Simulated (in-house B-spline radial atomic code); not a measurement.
The numbers below are computed, except where a source is named.
## C6 from the polarisability at imaginary frequency: Al3+

PBEsol linear response of the closed shell [He] 2s2 2p6, from an all-electron radial atomic-structure program (B-spline basis); scalar-relativistic (spin-free one-electron X2C), finite nucleus, no spin-orbit coupling.

The dispersion coefficient of two like species is C6 = (3/π) ∫ α(iu)² du from 0 to ∞.

```json
{"u (hartree)": "0", "α(iu) (bohr³)": "0.283"}
{"u (hartree)": "0.24", "α(iu) (bohr³)": "0.282"}
{"u (hartree)": "0.56", "α(iu) (bohr³)": "0.2775"}
{"u (hartree)": "0.96", "α(iu) (bohr³)": "0.2675"}
{"u (hartree)": "1.6", "α(iu) (bohr³)": "0.2447"}
{"u (hartree)": "2.4", "α(iu) (bohr³)": "0.2116"}
{"u (hartree)": "3.6", "α(iu) (bohr³)": "0.1654"}
{"u (hartree)": "5.6", "α(iu) (bohr³)": "0.1103"}
{"u (hartree)": "8", "α(iu) (bohr³)": "0.07183"}
{"u (hartree)": "12", "α(iu) (bohr³)": "0.04019"}
{"u (hartree)": "20", "α(iu) (bohr³)": "0.01743"}
{"u (hartree)": "40", "α(iu) (bohr³)": "0.005038"}
```

(1) Fit one oscillator, α(iu) = α(0)/(1 + u²/ω²), through u = 8 and estimate C6.

(2) How does that compare with the full integral?

## Answers

(1) From α(0)/α(iu) − 1 = 0.283/0.07183 − 1 = 2.9399, ω = u/√2.9399 = 4.6658 hartree (127.0 eV). London's formula gives C6 = (3/4) α(0)² ω = 0.75 × 0.283² × 4.6658 = 0.2803 hartree·bohr⁶, and the oscillator holds f = α(0) ω² = 6.16 electrons, of a sum of oscillator strengths of 10.0.

(2) The program's quadrature over all excitations gives C6 = 0.2649, so the single oscillator is off by +5.8 %. At the last point the fit gives α = 0.0038 against 0.00504: higher excitations, and deeper shells where there are any, keep the true curve higher at large u.
